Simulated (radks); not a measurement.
Question: Species: Nd. Configuration: [Xe] 4f4.5 6s1.5 (fractional occupations, a model configuration). Calculated with a radial shooting solver on a logarithmic mesh with Libxc functionals: non-relativistic Kohn-Sham, TPSS, spin-polarised, spherical densities, point nucleus; open shells are filled with parallel spins first (spin-orbit coupling, left out, can overturn this in heavy ions); meta-GGA in the generalised Kohn-Sham scheme; relativity is left out, which matters for an element this heavy. Some entries of the table are withheld. Estimate them.

orbital,occ.,eigenvalue (eV),r(max) (bohr)
1s up,1,-41149.52,0.01677
1s down,1,-41149.52,0.01677
2s up,1,-6443.918,0.09205
2s down,1,-6443.915,0.09205
2p up,3,-6104.379,0.07180
2p down,3,-6104.377,0.07180
3s up,1,-1392.133,0.2581
3s down,1,-1390.929,0.2580
3p up,3,-1243.832,0.2452
3p down,3,-1242.678,0.2451
3d up,5,-968.7037,0.1973
3d down,5,-967.7772,0.1972
4s up,1,-271.3981,0.5951
4s down,1,-268.2172,0.5946
4p up,3,-215.2351,0.6038
4p down,3,-211.9574,0.6031
4d up,5,-116.5828,0.6192
4d down,5,-113.1452,0.6180
5s up,1,-34.8393,1.401
5s down,1,-32.9894,1.414
5p up,3,(1),1.540
5p down,3,(2),1.557
6s up,1,-2.9514,(3)
6s down,0.5,-2.4265,(4)
4f up,4.5,-2.0554,0.6493

Answer: 
(1) 5p up eigenvalue (eV): -20.2926
(2) 5p down eigenvalue (eV): -18.7847
(3) 6s up r(max) (bohr): 4.325
(4) 6s down r(max) (bohr): 4.424
